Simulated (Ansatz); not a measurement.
Start from `S[SiH2][SiH2]CCl` and change one atom or group to get `[SiH3][SiH2]S`.

Ansatz, PBE0-D4/def2-TZVP geometries, multiplicity 1. Each molecule was computed in one conformer, which needn't be the lowest.

| property | `S[SiH2][SiH2]CCl` |
| --- | --- |
| HOMO energy (ωB97M-V/def2-TZVPP) / eV | -9.41 |
| HOMO–LUMO gap (ωB97M-V/def2-TZVPP) / eV | 10.28 |
| size of the dipole moment (PBE/def2-TZVPP) / D | 1.20 |
| HOMO energy (PBE/def2-TZVPP) / eV | -6.16 |
| HOMO energy (B3LYP/def2-TZVPP) / eV | -7.10 |
| LUMO energy (ωB97M-V/def2-TZVPP) / eV | 0.87 |

Question: What does the change do to each property? (Best estimate.)

Answer: Computed: 
```tsv
property	`[SiH3][SiH2]S`	shift
HOMO energy (ωB97M-V/def2-TZVPP) / eV	-9.70	-0.29
HOMO–LUMO gap (ωB97M-V/def2-TZVPP) / eV	11.04	0.76
size of the dipole moment (PBE/def2-TZVPP) / D	0.86	-0.34
HOMO energy (PBE/def2-TZVPP) / eV	-6.27	-0.11
HOMO energy (B3LYP/def2-TZVPP) / eV	-7.25	-0.15
LUMO energy (ωB97M-V/def2-TZVPP) / eV	1.34	0.47
```

With PBE0 the HOMO falls by 0.17 eV and the LUMO rises by 0.49 eV, so the gap widens by about 0.66 eV. PBE moves the HOMO by -0.11 eV and ωB97M-V by -0.29 eV. Dipoles are sizes alone; their direction can turn.

B3LYP here is the variant with VWN-RPA as its local correlation; programs differ in this.
